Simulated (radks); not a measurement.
Results of a calculation; reference values are marked as such.
Q: These are the eigenvalues of the occupied orbitals of an atom or ion with whole-number occupations (eV). Level of theory: non-relativistic Kohn-Sham, exchange-only PBE, spin-polarised, spherical densities, point nucleus (a radial shooting solver on a logarithmic mesh with Libxc functionals).

1s up: -4382.365
1s down: -4382.017
2s up: -478.3655
2s down: -477.5063
2p up: -396.8698
2p down: -396.0093
3s up: -63.3121
3s down: -59.5282
3p up: -42.4184
3p down: -38.7091
3d up: -11.5178
4s up: -10.1994

Which element is it, and in what charge state? The configuration may be excited. Open shells, if any, are filled with parallel spins first.

A: Z = 21, scandium, charge +1: Sc+ in [Ne] 3s2 3p5 3d2 4s1. The list shows which subshells hold electrons but not how many an open one holds; the 1s level, -161.05 hartree, gives Z - s = 17.9 by -(Z - s)^2/2, which with screening narrows Z to a few neighbours, and the depths of the outer levels then fix element, charge and occupations together.
